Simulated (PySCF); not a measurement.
Spinor energies of Ir⁺ (iridium, charge +1)

Start: [Xe] 4f14 5d7 6s1; 5d3/2 filled at m_j = -3/2, -1/2, +1/2, +3/2; 5d5/2 filled at m_j = +1/2, +3/2, +5/2; 6s1/2 filled at m_j = +1/2. Calculated with PySCF 2.14 in x2c-TZVPPall-2c (11s11p10d3f1g, 124 functions): generalised Hartree-Fock with the X2C-1e Hamiltonian and a Gaussian nucleus; one run each with spin-orbit coupling (SO) switched off, then screened by Boettger's factors.

```
spinor shell  electrons  ε, spin-free (eV)  ε, screened SO (eV)  weight of nominal j (screened SO)  rms radius, screened SO (bohr)
       1s1/2          2           -76543.8             -76516.8                              1.000                          0.0197
       2s1/2          2           -13545.8             -13537.3                              1.000                          0.0795
       2p1/2          2           -11777.4             -12945.7                              1.000                          0.0675
       2p3/2          4           -11777.4             -11312.4                              1.000                          0.0752
       3s1/2          2            -3241.4              -3238.5                              1.000                           0.203
       3p1/2          2            -2715.7              -2974.1                              1.000                           0.195
       3d3/2          4            -2129.0              -2174.5                              1.000                           0.185
       3d5/2          6            -2129.0              -2096.3                              1.000                           0.189
       4s1/2          2            -733.33              -732.33                              1.000                           0.450
       4p1/2          2            -557.91              -619.66                              1.000                           0.456
       4p3/2          4            -557.91              -532.48                              1.000                           0.490
       4d3/2          4            -337.85              -347.51                              1.000                           0.507
       4d5/2          6            -337.85              -330.52                              1.000                           0.519
       5s1/2          2            -123.71              -123.44                              1.000                            1.05
       4f5/2          6            -91.146              -92.531                              0.997                           0.585
       4f7/2          8            -91.146              -89.203                              0.997                           0.588
       5p1/2          2            -75.469              -86.772                              0.984                            1.15
       5p3/2          4            -75.469              -70.570                              0.992                            1.25
       5d3/2          4            -21.465              -21.916                              0.711                            1.77
       5d5/2          3            -21.465              -20.921                              0.707                            1.80
       6s1/2          1            -16.660              -16.605                              0.995                            2.95
```

(1) Where does 3p3/2 lie, and what is the 3p spin-orbit splitting (screened SO)?

```tsv
quantity	spin-free	screened SO
E (hartree)	-17813.94178	-17838.74995
M_J	5	5
⟨J²⟩	30.009	30.014
⟨L²⟩	12.006	12.789
⟨S²⟩	6.003	5.845
```

Each row is a mean over spinors that exchange with the open shell spreads, by up to 7.368 eV (5p3/2).

Rows whose weight is well below 1 are mixtures of j = l ± 1/2: exchange outweighs spin-orbit coupling there, and the label is only the starting occupation.

Breit and QED terms are absent; they matter most for the inner s and p1/2 levels.

Densities and radii are taken from the X2C orbitals without a picture-change correction, which distorts them close to the nucleus.

Without spin-orbit coupling the j labels of p, d and f shells carry no meaning; the spin-free column gives the mean over the occupied spinors of each nl shell.

Results:

(1) At -2610.8 eV, 363.30 eV above 3p1/2.
